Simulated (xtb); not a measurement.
C2H6OZn, singlet, geometry from GFN2-xTB (such geometries of metal compounds can be far from the true shape).

Here is a job for xtb.
```
$ xtb mol.xyz --gfn 2 --ohess --json

# file mol.xyz
10

Zn     0.51336456     0.04268395     0.35947764
C     -0.18985124    -1.05497978    -1.17737509
C     -1.57289452    -0.53229609    -1.54371968
H     -0.25714403    -2.10520493    -0.90394124
H      0.46664509    -0.98835194    -2.04136197
H     -1.53274000     0.50864029    -1.85911762
H     -2.26093044    -0.60806788    -0.70373102
H     -1.98257239    -1.11857733    -2.36859514
O      0.03734617     1.34267470     1.41084832
H      0.44351018     1.81330083     2.13219997
```

### Question
Give the HOMO-LUMO gap at the level GFN2-xTB (xtb).

### Answer
4.07 eV

### Question
What harmonic frequencies (imaginary ones negative) does GFN2-xTB give?

### Answer
30, 61, 203, 213, 278, 392, 473, 536, 640, 943, 996, 1059, 1209, 1232, 1412, 1475, 1492, 1494, 2977, 2996, 3011, 3021, 3024, 3723 cm⁻¹

### Question
What is the computed total energy at the end of the optimisation (GFN2-xTB)?

### Answer
-11.925756 Ha
